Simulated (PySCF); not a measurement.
First SCF of a structure search on singlet Ca2H4, at a hand-made doubly bridged, planar geometry. PySCF input:

```python
from pyscf import gto, scf, dft
mol = gto.M(atom='''
Ca     1.467500     0.000000     0.000000
Ca    -1.467500     0.000000     0.000000
H      0.000000     1.573700     0.000000
H      0.000000    -1.573700     0.000000
H      3.497500     0.000000     0.000000
H     -3.497500     0.000000     0.000000''',
    basis={'Ca': 'def2-TZVP', 'H': 'def2-TZVP'},
    charge=0, spin=0)
mf = dft.RKS(mol, xc='PBE0')
mf.grids.atom_grid = (50, 194)
aux = {'Ca': 'def2-universal-JKFIT', 'H': 'def2-universal-JKFIT'}
mf = mf.density_fit(auxbasis=aux)
mf.conv_tol = 1e-08
mf.diis_space = 10
mf.max_cycle = 60
mf.init_guess = 'minao'
mf.verbose = 4
mf.kernel()
```

Excerpt of the output (cycles and frontier levels):

```
init E= -1356.86801833248
  HOMO = -0.285184183241757  LUMO = -0.102502438540193  gap/eV = 4.97102
cycle= 1 E= -1357.113159637  delta_E= -0.245  |g|= 0.241  |ddm|= 2.36
  HOMO = -0.189634814906629  LUMO = -0.0735212741809788  gap/eV = 3.15961
cycle= 2 E= -1357.13719551855  delta_E= -0.024  |g|= 0.0966  |ddm|= 0.501
  HOMO = -0.225599059240164  LUMO = -0.0670991763170723  gap/eV = 4.31300
cycle= 3 E= -1357.14212627019  delta_E= -0.00493  |g|= 0.0312  |ddm|= 0.208
  HOMO = -0.224863134122791  LUMO = -0.0711334063387303  gap/eV = 4.18320
cycle= 4 E= -1357.14242666452  delta_E= -0.0003  |g|= 0.00582  |ddm|= 0.035
  HOMO = -0.22375257219605  LUMO = -0.0707308419958204  gap/eV = 4.16393
cycle= 5 E= -1357.14243971666  delta_E= -1.31e-05  |g|= 0.0014  |ddm|= 0.00951
  HOMO = -0.223477685987449  LUMO = -0.070498019360385  gap/eV = 4.16279
cycle= 6 E= -1357.14244059464  delta_E= -8.78e-07  |g|= 0.000268  |ddm|= 0.00359
  HOMO = -0.223494124457149  LUMO = -0.0704699808339679  gap/eV = 4.16400
cycle= 7 E= -1357.1424406491  delta_E= -5.45e-08  |g|= 6.32e-05  |ddm|= 0.00078
  HOMO = -0.223485048517673  LUMO = -0.0704756879358728  gap/eV = 4.16360
cycle= 8 E= -1357.14244065244  delta_E= -3.34e-09  |g|= 8.47e-06  |ddm|= 0.000193
  HOMO = -0.22348667122103  LUMO = -0.0704763200676743  gap/eV = 4.16362
Extra cycle  E= -1357.14244065251  delta_E= -7e-11  |g|= 4.85e-06  |ddm|= 2.83e-05
converged SCF energy = -1357.14244065251
```

No lower solution of this spin was found by a stability analysis within the restricted form, which does not test spin polarisation.

The search for the lowest solution, with the stability check, took 4.3 s on 2 threads of a shared Arm Neoverse N1 host, with 96 basis functions; the process peaked at 0.4 GiB. Launch command: `OMP_NUM_THREADS=2 python axn.py task.json out`.
